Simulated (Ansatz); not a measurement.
Ideal-gas functions of C2H2ClF2I, SMILES `FC(F)C(Cl)I` at 800 K and 1 bar, from an Ansatz frequency run at PBE0-D4/def2-TZVP.

Molar mass 226.39 g/mol, point group C1 (symmetry number 1), electronic degeneracy 1, moments of inertia 225.043, 513.213, 722.922 u Å². Harmonic wavenumbers (cm⁻¹, unscaled): 73, 143, 190, 268, 351, 397, 566, 699, 821, 1064, 1127, 1135, 1165, 1247, 1365, 1406, 3103, 3157.

Use S(trans) = R[1.5 ln M + 2.5 ln T − 1.1517]; rotational temperatures θ = 24.2544 K / I; S(rot) = R[ln(√π/σ · √(T³/θAθBθC)) + 1.5]; for each mode x = 1.438777 ν̃/T, S = R[x/(eˣ − 1) − ln(1 − e⁻ˣ)] and H = RT x/(eˣ − 1); 1 cm⁻¹ = 0.0119627 kJ/mol; R = 8.31446 J/(mol·K).

Question: By hand: the entropy, in J/(mol·K).

Answer: Translation 197.0. Rotation: θ = 0.1078, 0.0473, 0.0336 K, giving 136.7. Vibration, mode by mode: 25.20, 19.63, 17.28, 14.46, 12.28, 11.29, 8.52, 6.94, 5.79, 4.08, 3.73, 3.69, 3.54, 3.15, 2.66, 2.51, 0.21, 0.19, in all 145.1. Electronic 0.0. Sum 478.8 J/(mol·K).

Question: By hand: H − E and G − E in kJ/mol, counted from the electronic energy.

Answer: Zero-point energy ½ × 18277 × 0.0119627 = 109.3; thermal vibration 55.5; translation, rotation and pV give 4 RT = 26.6. H − E = 191.4 kJ/mol, and G − E = 191.4 − 800 × 478.8/1000 = -191.6 kJ/mol.

Vibration gives 30 % of the entropy, 44.8 J/(mol·K) of it from the modes under 150 cm⁻¹: soft modes count most, and the harmonic formula is weakest for them. The sum counts one conformer and one mirror image; others add a mixing term.
